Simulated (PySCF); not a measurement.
CF$_{3}$O$_{2}$S, doublet (typed; the unrestricted solution is spin-contaminated), at a GFN2-xTB geometry; B3LYP/STO-3G (PySCF).

The PySCF input:
```python
from pyscf import gto, scf, dft

mol = gto.M(
    atom='''
O     1.367582   -1.429716    0.045122
S     1.110873   -0.065506   -0.335702
O     1.645659    0.981520    0.494802
C    -0.927084    0.110382   -0.018583
F    -1.170595   -0.099729    1.258641
F    -1.310479    1.327122   -0.367636
F    -1.554191   -0.786130   -0.761744
''',
    basis='sto-3g',
    charge=0,
    spin=1,
    verbose=4,
    symmetry=True,
)

mf = dft.UKS(mol)
mf.xc = 'b3lyp'
mf.irrep_nelec = {"A'": (22, 20), 'A"': (11, 12)}
mf.kernel()
mf.analyze()
```

What does PySCF print? Leave out banner, timings and long lists.


```
PySCF version 2.14.0

[INPUT] verbose = 4
[INPUT] num. atoms = 7
[INPUT] num. electrons = 65
[INPUT] charge = 0
[INPUT] spin (= nelec alpha-beta = 2S) = 1
[INPUT] symmetry True subgroup None
[INPUT] Mole.unit = angstrom
[INPUT] Symbol           X                Y                Z      unit          X                Y                Z       unit  Magmom
[INPUT]  1 O      1.367582000000  -1.429716000000   0.045122000000 AA    2.584355432885  -2.701771675909   0.085268222193 Bohr   0.0
[INPUT]  2 S      1.110873000000  -0.065506000000  -0.335702000000 AA    2.099245729174  -0.123788399516  -0.634384839469 Bohr   0.0
[INPUT]  3 O      1.645659000000   0.981520000000   0.494802000000 AA    3.109844804426   1.854803985783   0.935040265887 Bohr   0.0
[INPUT]  4 C     -0.927084000000   0.110382000000  -0.018583000000 AA   -1.751934854466   0.208591749082  -0.035116780573 Bohr   0.0
[INPUT]  5 F     -1.170595000000  -0.099729000000   1.258641000000 AA   -2.212103952785  -0.188460496677   2.378486779149 Bohr   0.0
[INPUT]  6 F     -1.310479000000   1.327122000000  -0.367636000000 AA   -2.476446401994   2.507897113885  -0.694731353531 Bohr   0.0
[INPUT]  7 F     -1.554191000000  -0.786130000000  -0.761744000000 AA   -2.936995335264  -1.485570398304  -1.439487537031 Bohr   0.0

nuclear repulsion = 425.73681720145
point group symmetry = Cs
symmetry origin: [ 2.03508968e-07 -1.45363548e-07  3.19799806e-07]
symmetry axis x: [ 0.99243448 -0.11961494  0.02767809]
symmetry axis y: [-0.04882553 -0.17766965  0.9828782 ]
symmetry axis z: [-0.11264936 -0.97679361 -0.18216575]
num. orbitals of irrep A' = 25
num. orbitals of irrep A" = 14
number of shells = 23
number of NR pGTOs = 117
number of NR cGTOs = 39
basis = sto-3g
ecp = {}

******** <class 'pyscf.dft.uks_symm.SymAdaptedUKS'> ********
method = SymAdaptedUKS
initial guess = minao
damping factor = 0
level_shift factor = 0
DIIS = <class 'pyscf.scf.diis.CDIIS'>
diis_start_cycle = 1
diis_space = 8
diis_damp = 0
SCF conv_tol = 1e-09
SCF conv_tol_grad = None
SCF max_cycles = 50
direct_scf = True
direct_scf_tol = 1e-13
number electrons alpha = 33  beta = 32
irrep_nelec {"A'": (22, 20), 'A"': (11, 12)}
XC library pyscf.dft.libxc version 7.1.2
    S. Lehtola, C. Steigemann, M. J. T. Oliveira, and M. A. L. Marques,  SoftwareX 7, 1–5 (2018)
XC functionals = b3lyp
    P. J. Stephens, F. J. Devlin, C. F. Chabalowski, and M. J. Frisch,  J. Phys. Chem. 98, 11623 (1994)
radial grids:
    Treutler-Ahlrichs [JCP 102, 346 (1995); DOI:10.1063/1.469408] (M4) radial grids

becke partition: Becke, JCP 88, 2547 (1988); DOI:10.1063/1.454033
pruning grids: <function nwchem_prune>
grids dens level: 3
symmetrized grids: True
atomic radii adjust function: <function treutler_atomic_radii_adjust>
small_rho_cutoff = 0
Freeze 65 electrons in irreps ["A'", 'A"']
    0 free electrons in irreps
Set gradient conv threshold to 3.16228e-05
tot grids = 103952
init E= -876.16317541645

cycle= 1 E= -874.195650672379  delta_E= 1.97  |g|= 0.565  |ddm|= 3.26

cycle= 2 E= -874.182019279375  delta_E= 0.0136  |g|= 0.63  |ddm|= 1.76

cycle= 3 E= -874.429393731227  delta_E= -0.247  |g|= 0.0235  |ddm|= 0.863

cycle= 4 E= -874.429839383526  delta_E= -0.000446  |g|= 0.0132  |ddm|= 0.0833

cycle= 5 E= -874.429992408534  delta_E= -0.000153  |g|= 0.00223  |ddm|= 0.0289

cycle= 6 E= -874.430006073694  delta_E= -1.37e-05  |g|= 0.000885  |ddm|= 0.0138

cycle= 7 E= -874.430009147283  delta_E= -3.07e-06  |g|= 0.000581  |ddm|= 0.00544

cycle= 8 E= -874.430010995494  delta_E= -1.85e-06  |g|= 0.000318  |ddm|= 0.00401

cycle= 9 E= -874.430012947693  delta_E= -1.95e-06  |g|= 0.000156  |ddm|= 0.00663

cycle= 10 E= -874.430013577243  delta_E= -6.3e-07  |g|= 1.9e-05  |ddm|= 0.00592

cycle= 11 E= -874.430013582128  delta_E= -4.89e-09  |g|= 4.75e-06  |ddm|= 0.000495

cycle= 12 E= -874.430013582187  delta_E= -5.91e-11  |g|= 3e-06  |ddm|= 4.03e-05

Extra cycle  E= -874.430013582196  delta_E= -9.09e-12  |g|= 2.88e-06  |ddm|= 1.04e-05
converged SCF energy = -874.430013582196  <S^2> = 1.7647501  2S+1 = 2.8388378
**** SCF Summaries ****
Total Energy =                        -874.430013582196466
Nuclear Repulsion Energy =             425.736817201449753
One-electron Energy =                -2064.532423811426725
Two-electron Energy =                  764.365593027780506
Two-electron Coulomb Energy =          844.659896680593192
DFT Exchange-Correlation Energy =      -80.294303652812744
Wave-function symmetry = A"
alpha occupancy for each irrep:     A'   A"
                                    22   11
beta  occupancy for each irrep:     A'   A"
                                    20   12
**** MO energy ****
alpha MO #1 (A' #1), energy= -87.9341415678746 occ= 1
alpha MO #2 (A' #2), energy= -24.411098502373 occ= 1
alpha MO #3 (A' #3), energy= -24.4026298714759 occ= 1
alpha MO #4 (A" #1), energy= -24.4024153029521 occ= 1
alpha MO #5 (A' #4), energy= -18.8711338256364 occ= 1
alpha MO #6 (A" #2), energy= -18.8709943072285 occ= 1
alpha MO #7 (A' #5), energy= -10.106201340793 occ= 1
alpha MO #8 (A' #6), energy= -7.8157674871155 occ= 1
alpha MO #9 (A" #3), energy= -5.76756995131027 occ= 1
alpha MO #10 (A' #7), energy= -5.75617659465793 occ= 1
alpha MO #11 (A' #8), energy= -5.75373875292509 occ= 1
alpha MO #12 (A' #9), energy= -1.2112505332651 occ= 1
alpha MO #13 (A' #10), energy= -1.11841686280755 occ= 1
alpha MO #14 (A" #4), energy= -1.11256234830333 occ= 1
alpha MO #15 (A' #11), energy= -1.08950986770706 occ= 1
alpha MO #16 (A" #5), energy= -0.978438115713371 occ= 1
alpha MO #17 (A' #12), energy= -0.593194995237023 occ= 1
alpha MO #18 (A' #13), energy= -0.518548609300047 occ= 1
alpha MO #19 (A' #14), energy= -0.463236836273994 occ= 1
alpha MO #20 (A' #15), energy= -0.432983115770207 occ= 1
alpha MO #21 (A" #6), energy= -0.431369779233433 occ= 1
alpha MO #22 (A' #16), energy= -0.375308234261963 occ= 1
alpha MO #23 (A" #7), energy= -0.358487521685915 occ= 1
alpha MO #24 (A' #17), energy= -0.329305006094114 occ= 1
alpha MO #25 (A' #18), energy= -0.265716920455666 occ= 1
alpha MO #26 (A" #8), energy= -0.26401955781445 occ= 1
alpha MO #27 (A" #9), energy= -0.239220741236622 occ= 1
alpha MO #28 (A' #19), energy= -0.238356714837046 occ= 1
alpha MO #29 (A" #10), energy= -0.235839101573943 occ= 1
alpha MO #30 (A" #11), energy= -0.223614030887067 occ= 1
alpha MO #31 (A' #20), energy= -0.156103468443006 occ= 1
alpha MO #32 (A' #21), energy= -0.114290332793235 occ= 1
alpha MO #33 (A' #22), energy= 0.055581165645776 occ= 1
alpha MO #34 (A" #12), energy= -0.0996691151369332 occ= 0
alpha MO #35 (A' #23), energy= 0.282645790359063 occ= 0
alpha MO #36 (A" #13), energy= 0.340695575554677 occ= 0
alpha MO #37 (A' #24), energy= 0.400697620544905 occ= 0
alpha MO #38 (A' #25), energy= 0.410782181972815 occ= 0
alpha MO #39 (A" #14), energy= 0.428788178158395 occ= 0
beta  MO #1 (A' #1), energy= -87.9293750686175 occ= 1
beta  MO #2 (A' #2), energy= -24.4085939223136 occ= 1
beta  MO #3 (A' #3), energy= -24.400548594646 occ= 1
beta  MO #4 (A" #1), energy= -24.400337928703 occ= 1
beta  MO #5 (A' #4), energy= -18.8742001737433 occ= 1
beta  MO #6 (A" #2), energy= -18.8740816619246 occ= 1
beta  MO #7 (A' #5), energy= -10.0919376825758 occ= 1
beta  MO #8 (A' #6), energy= -7.80953738155276 occ= 1
beta  MO #9 (A" #3), energy= -5.76407876006412 occ= 1
beta  MO #10 (A' #7), energy= -5.75050624896672 occ= 1
beta  MO #11 (A' #8), energy= -5.73968957366052 occ= 1
beta  MO #12 (A' #9), energy= -1.20098576745927 occ= 1
beta  MO #13 (A' #10), energy= -1.10905454081007 occ= 1
beta  MO #14 (A" #4), energy= -1.10416425605771 occ= 1
beta  MO #15 (A' #11), energy= -1.09498077536397 occ= 1
beta  MO #16 (A" #5), energy= -0.994224227730873 occ= 1
beta  MO #17 (A' #12), energy= -0.559614339039807 occ= 1
beta  MO #18 (A' #13), energy= -0.508068197714696 occ= 1
beta  MO #19 (A' #14), energy= -0.434770766281327 occ= 1
beta  MO #20 (A' #15), energy= -0.423641830944007 occ= 1
beta  MO #21 (A" #6), energy= -0.420236662203908 occ= 1
beta  MO #22 (A' #16), energy= -0.389715274178029 occ= 1
beta  MO #23 (A" #7), energy= -0.361749628272016 occ= 1
beta  MO #24 (A' #17), energy= -0.307825978697911 occ= 1
beta  MO #25 (A" #8), energy= -0.26071682605146 occ= 1
beta  MO #26 (A" #9), energy= -0.251141406330271 occ= 1
beta  MO #27 (A' #18), energy= -0.250199497048196 occ= 1
beta  MO #28 (A' #19), energy= -0.230987499806584 occ= 1
beta  MO #29 (A" #10), energy= -0.227902386955537 occ= 1
beta  MO #30 (A" #11), energy= -0.220577338876525 occ= 1
beta  MO #31 (A" #12), energy= -0.188180939723581 occ= 1
beta  MO #32 (A' #20), energy= -0.171934429371614 occ= 1
beta  MO #33 (A' #21), energy= -0.00403996569008369 occ= 0
beta  MO #34 (A' #22), energy= 0.203760483868395 occ= 0
beta  MO #35 (A' #23), energy= 0.269075554959161 occ= 0
beta  MO #36 (A" #13), energy= 0.356533916039389 occ= 0
beta  MO #37 (A' #24), energy= 0.413864964882949 occ= 0
beta  MO #38 (A' #25), energy= 0.437442813511275 occ= 0
beta  MO #39 (A" #14), energy= 0.451931567422132 occ= 0
 ** Mulliken pop alpha/beta on meta-lowdin orthogonal AOs **
 ** Mulliken pop       alpha | beta **
pop of  0 O 1s        0.99996 | 0.99995
pop of  0 O 2s        0.93724 | 0.93423
pop of  0 O 2px       0.87278 | 0.80934
pop of  0 O 2py       0.46347 | 0.68077
pop of  0 O 2pz       0.73948 | 0.82668
pop of  1 S 1s        1.00000 | 1.00000
pop of  1 S 2s        0.99983 | 0.99973
pop of  1 S 3s        0.86693 | 0.80605
pop of  1 S 2px       0.99992 | 0.99954
pop of  1 S 2py       0.99943 | 0.99943
pop of  1 S 2pz       0.99975 | 0.99964
pop of  1 S 3px       0.91559 | 0.54674
pop of  1 S 3py       0.43664 | 0.42414
pop of  1 S 3pz       0.75705 | 0.59407
pop of  2 O 1s        0.99996 | 0.99995
pop of  2 O 2s        0.93724 | 0.93423
pop of  2 O 2px       0.91285 | 0.78302
pop of  2 O 2py       0.33448 | 0.77852
pop of  2 O 2pz       0.82840 | 0.75525
pop of  3 C 1s        0.99991 | 0.99989
pop of  3 C 2s        0.68368 | 0.51477
pop of  3 C 2px       0.78127 | 0.38038
pop of  3 C 2py       0.40334 | 0.39234
pop of  3 C 2pz       0.40549 | 0.39061
pop of  4 F 1s        0.99997 | 0.99997
pop of  4 F 2s        0.93868 | 0.93688
pop of  4 F 2px       0.97711 | 0.87569
pop of  4 F 2py       0.94909 | 0.95122
pop of  4 F 2pz       0.71404 | 0.71127
pop of  5 F 1s        0.99997 | 0.99997
pop of  5 F 2s        0.93954 | 0.93797
pop of  5 F 2px       0.96213 | 0.87075
pop of  5 F 2py       0.73372 | 0.73879
pop of  5 F 2pz       0.93785 | 0.94036
pop of  6 F 1s        0.99997 | 0.99997
pop of  6 F 2s        0.93954 | 0.93797
pop of  6 F 2px       0.92615 | 0.82954
pop of  6 F 2py       0.83535 | 0.84236
pop of  6 F 2pz       0.87219 | 0.87800
In total            33.00000 | 32.00000
 ** Mulliken atomic charges   ( Nelec_alpha | Nelec_beta ) **
charge of  0O =     -0.26391  (     4.01293      4.25098 )
charge of  1S =      0.65552  (     7.97514      7.36934 )
charge of  2O =     -0.26391  (     4.01293      4.25098 )
charge of  3C =      0.04830  (     3.27370      2.67800 )
charge of  4F =     -0.05391  (     4.57888      4.47503 )
charge of  5F =     -0.06104  (     4.57321      4.48783 )
charge of  6F =     -0.06104  (     4.57321      4.48783 )
Dipole moment(X, Y, Z, Debye):  0.45166,  0.09459, -0.78650
```
